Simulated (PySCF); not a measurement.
Which enantiomer?

Level of theory: PySCF, TDDFT CAM-B3LYP/def2-SVPD circular dichroism and optical rotation, one conformer, gas phase. Geometry: GFN2-xTB.

Values for one enantiomer of C₇H₇ClO, R in 10⁻⁴⁰ esu² cm² (velocity form):
```tsv
λ (nm)	f	R
192	0.001	-3.4
184	0.014	+1.8
182	0.002	-3.8
178	0.002	+2.9
167	0.002	+7.4
165	0.020	+8.0
164	0.027	-36.2
162	0.017	-5.1
159	0.039	+18.3
156	0.017	+11.5
153	0.007	-13.7
152	0.042	-79.8
148	0.055	+17.7
147	0.016	-29.5
146	0.005	+10.4
145	0.041	+14.9
```

[α] at 589.3 nm: -86 deg dm⁻¹ (g/mL)⁻¹ (origin-invariant length gauge).

Problem. Which structure gives these signs?
A. C#C[C@H]1[C@H]2CO[C@@H]1[C@H]2Cl
B. C#C[C@@H]1[C@@H]2CO[C@H]1[C@@H]2Cl

Solution. A. Its CIP labels in SMILES order are R, S, S, S; the other enantiomer gives every sign reversed.

The signs above follow by mirror symmetry from the run on the other enantiomer. Geometry of C#C[C@@H]1[C@@H]2CO[C@H]1[C@@H]2Cl as run:
```xyz
16

C     2.892   -0.456    0.585
C     1.794   -0.563    0.119
C     0.465   -0.673   -0.417
C    -0.324    0.620   -0.754
C    -0.263    1.326    0.601
O    -0.577    0.233    1.478
C    -0.723   -0.838    0.568
C    -1.606   -0.202   -0.526
Cl   -2.073   -1.263   -1.853
H     3.861   -0.379    0.980
H     0.431   -1.402   -1.226
H    -0.149    1.202   -1.651
H    -1.009    2.118    0.715
H     0.730    1.717    0.836
H    -0.964   -1.761    1.082
H    -2.494    0.330   -0.187
```
